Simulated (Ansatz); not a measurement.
Consider the hydrogenolysis of a C–Sn bond: `C#[C][Sn]([Cl])([Cl])[C]#C` + H₂ → acetylene + `C#[C][SnH]([Cl])[Cl]`.

Calculated with Ansatz (gas phase, PBE0-D4/def2-TZVP geometries, no zero-point term in ΔE). CCSD(T)/CBS is the MP2 limit (def2-TZVPP, def2-QZVPP) plus CCSD(T) − MP2 in def2-TZVPP, frozen cores. This one scheme is used for every species. DFT in def2-TZVPP. def2 core potentials past Kr. For Sn outer-core shells are correlated without core-valence functions, which leaves a few kJ/mol of doubt a bond.

Task: Is it downhill or uphill in electronic energy at CCSD(T)/CBS, and by how much? (Best estimate.)

Result: The calculation gave: Downhill: ΔE = -0.9 kcal/mol.

Task: What do these levels give: r2SCANh-D4, PBE-QIDH, PBE, PBE0, BHLYP, MP2/def2-QZVPP? (An estimate is asked.)

Result: Ansatz gave: r2SCANh-D4 -2.8, PBE-QIDH -2.2, PBE -4.3, PBE0 -4.7, BHLYP -5.8, MP2/def2-QZVPP 1.5 kcal/mol.

Largest T1 diagnostic among the species: 0.013.

The D4 term adds +2.5 kcal/mol with B3LYP and +1.4 kcal/mol with PBE0; it sums over pairs of atoms, weighted by their polarisabilities, and B3LYP, whose exchange is more repulsive, gets the larger term. At CCSD(T), def2-SVP lies −2.4 kcal/mol from the extrapolated value and def2-TZVPP +0.2 kcal/mol.

B3LYP here is the variant with VWN-RPA as its local correlation; programs differ in this.
